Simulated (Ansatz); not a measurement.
ClH$_{3}$InOSi, SMILES `[SiH3][O][In][Cl]` radical, relaxed with UKS PBE0-D4/def2-TZVP in Ansatz from a GFN2-xTB geometry. The force threshold is 0.005 eV/Å; the program also tests the step.

Charge 0, multiplicity 2. In: def2 effective core potential.

Start:

```xyz
7

Si    0.256    0.601    1.072
O    -0.059   -0.148   -0.292
In   -1.346   -1.283   -1.554
Cl   -0.075   -1.678   -3.579
H    -0.645    1.741    1.301
H     1.633    1.081    0.829
H     0.236   -0.314    2.224
```

```csv
step,energy (eV),largest force (eV/Å),largest move (Å)
1,-27664.0717,2.648,0.000
2,-27664.3293,0.722,0.110
3,-27664.3522,0.294,0.088
4,-27664.3634,0.109,0.083
5,-27664.3690,0.454,0.156
6,-27664.3729,0.215,0.017
7,-27664.3756,0.016,0.025
8,-27664.3758,0.005,0.017
9,-27664.3758,0.001,0.006
```

End:

```xyz
7

Si    0.305    0.603    1.032
O     0.217   -0.105   -0.438
In   -1.119   -1.158   -1.477
Cl   -0.430   -1.838   -3.619
H    -0.746    1.647    1.202
H     1.641    1.241    1.169
H     0.132   -0.390    2.131
```

Hardware: 4 threads of a server CPU on a shared host. Wall time 44 s, peak host memory 0.6 GiB.
